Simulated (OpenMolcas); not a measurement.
Pt2+ with 4 ligands (chloride) in tetrahedral coordination (Td). A charge of +0.5 e stands 2.6 Å behind each ligand. Ligand basis ANO-RCC-VDZP.

```yaml
Program: OpenMolcas 26.06
Method: CASSCF
Basis: ANO-RCC-VDZP [7s6p4d2f]
Scalar_Hamiltonian: DKH2, point nucleus
Active_space: 8 electrons in 5 orbitals (5d)
State_averaging: 2S+1 = 3 even, 10 roots; 2S+1 = 1 even, 15 roots
Spin-orbit_coupling: state interaction with AMFI integrals over the reference wave functions
```

All ligands move together. At R = 2.24 Å the first state of the same spin is 7523 cm-1, and at R = 2.36 Å it is 5778 cm-1.

**Question.** A third run gives 4960 cm-1. What distance was it run at?

**Answer.** With a power law R^-n the two known points give n = -ln(5778 / 7523) / ln(2.36 / 2.24) = 5.06. Then R = 2.24 × (7523 / 4960)^(1/5.06) = 2.432 Å. The run was at 2.43 Å, so the estimate is off by +0.002 Å.

An orbital triplet at a regular site is open to Jahn-Teller coupling, which can distort the site and quench the lowest spin-orbit gaps and is left out. Without dynamic correlation the repulsion within the d shell is too large (B by tens of per cent), so at a given field states of lower spin stand too high. Real 4d8 and 5d8 ions are as a rule square planar and diamagnetic. With metal d orbitals alone the field can be off either way by tens of per cent. Ligand-to-metal charge-transfer states are missing. With no ligand orbital active B as a rule stays too high, so bands that hang on it stand too high and its fall with covalency is understated. The least metal-like active orbital is 75 % on the metal (Löwdin) and no ligand orbital is active, so the numbers are rough (holds for R = 2.24). The least metal-like active orbital is 81 % on the metal (Löwdin) and no ligand orbital is active, so the numbers are rough (holds for R = 2.36). The least metal-like active orbital is 84 % on the metal (Löwdin) and no ligand orbital is active, so the numbers are rough (holds for R = 2.43). No measured value stands beside these numbers; the geometry is a model, was not optimised and need not be the one that this ion takes.
